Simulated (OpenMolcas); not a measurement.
**F2+: RASPT2 settings compared**

| Item | Value |
| --- | --- |
| Program | OpenMolcas |
| Basis | ANO-R1 [3s2p1d] |
| Scalar Hamiltonian | X2C, finite nucleus |
| Active space | 5 electrons in 9 orbitals (RAS2 2s 2p; RAS3 3d, at most 2 electrons) |
| State averaging | 2S+1 = 4 odd, 1 root; 2S+1 = 2 odd, 8 roots kept (CI in the orbitals of an earlier block); 2S+1 = 4 even, 3 roots; 2S+1 = 2 even, 9 roots kept (CI in the orbitals of an earlier block) |
| Spin-orbit coupling | RASSI with atomic mean-field integrals over the reference wave functions, term energies averaged over their components |

Methods on the same reference wave functions:
A. RASSCF
B. SS-RASPT2, IPEA 0.2 Eh, real shift 0.5 Eh (closed shells correlated: 1s)
C. XMS-RASPT2, IPEA 0.3 Eh, sigma1 regulariser 0.3 Eh (closed shells correlated: none)
D. XMS-RASPT2, IPEA 0.75 Eh, imaginary shift 0.5 Eh (closed shells correlated: none)

Energies in cm⁻¹ above 2s² 2p³ ⁴S°_3/2, the measured ground level; measured values from Moore, Atomic Energy Levels, vol. I, NSRDS-NBS 35 (1971 reprint of NBS Circular 467, 1949).

```json
{"Level": "2s² 2p³ ⁴S°_3/2", "A": "0.0", "B": "0.0", "C": "0.0", "D": "0.0", "Measured": "0.0"}
{"Level": "2s² 2p³ ²D°_3/2", "A": "37396", "B": "36800", "C": "36790", "D": "36790", "Measured": ""}
{"Level": "2s² 2p³ ²D°_5/2", "A": "37406", "B": "36810", "C": "36800", "D": "36800", "Measured": ""}
{"Level": "2s² 2p³ ²P°_3/2", "A": "56909", "B": "55180", "C": "55320", "D": "55340", "Measured": ""}
{"Level": "2s² 2p³ ²P°_1/2", "A": "56911", "B": "55190", "C": "55320", "D": "55340", "Measured": ""}
{"Level": "2s 2p⁴ ⁴P_5/2", "A": "154437", "B": "152090", "C": "151960", "D": "152010", "Measured": "151898"}
{"Level": "2s 2p⁴ ⁴P_3/2", "A": "154745", "B": "152400", "C": "152260", "D": "152320", "Measured": "152235"}
{"Level": "2s 2p⁴ ⁴P_1/2", "A": "154929", "B": "152580", "C": "152450", "D": "152500", "Measured": "152410"}
{"Level": "2s 2p⁴ ²D_3/2", "A": "215611", "B": "213000", "C": "213030", "D": "213110", "Measured": "210256"}
{"Level": "2s 2p⁴ ²D_5/2", "A": "215614", "B": "213000", "C": "213030", "D": "213110", "Measured": "210240"}
{"Level": "2s 2p⁴ ²S_1/2", "A": "257601", "B": "253490", "C": "253660", "D": "253850", "Measured": "248260"}
{"Level": "2s 2p⁴ ²P_3/2", "A": "273842", "B": "270940", "C": "271220", "D": "271310", "Measured": "266559"}
{"Level": "2s 2p⁴ ²P_1/2", "A": "274215", "B": "271320", "C": "271590", "D": "271680", "Measured": "266943"}
```

Deviations, from unrounded energies. A percentage is the sum of absolute deviations over the sum of measured energies, with the sign that they share, or ± where signs differ.

| Against measurement | Levels | A | B | C | D |
| --- | --- | --- | --- | --- | --- |
| mean absolute deviation (cm-1) | 8 | 5300 | 2500 | 2600 | 2600 |
| other configurations (%) | 8 | +2.5 | +1.2 | +1.2 | +1.3 |

B, C lie about equally close to measurement and A furthest from it. The largest miss of B in the table is 2s 2p⁴ ²S_1/2, by +5200 cm-1. The ranking rests on the paired levels alone, and a cruder setting can come out closer through cancelling errors.

Among B to D the level of the table that moves most is 2s 2p⁴ ²P_1/2, by 360 cm-1 (lowest in B, highest in D). Moves below CASPT2's spread within the term are not significant.

The mean deviations of B to D differ by less than CASPT2's widest spread within a term (290 cm-1), so their order carries little weight.

From A to B the spin-free energies of the other terms of 2s² 2p³ shown, above ⁴S°, scale by factors of 0.97 to 0.98.

The lowest spin-free term lies below A's lowest term by 0.010 hartree in B, 0.009 hartree in C, 0.009 hartree in D.

Term energies are means over components that CASPT2 splits; among the terms shown or strongly mixed into the levels shown the widest spread is 290 cm-1 (2s 2p⁴ ²D, D). Terms from blocks run as CI alone lack orbitals of their own. Active for correlation alone: 3d; no level in the range computed is led by a configuration that fills it, so any true level of that kind is missing. Computed and measured levels are paired by configuration, term and J; levels that our copy of the source lacks, or whose pairing is in doubt (as where it misses far off the trend of its configuration), stay unpaired and out of the deviations. Only configurations of the active space appear.

° marks odd parity.
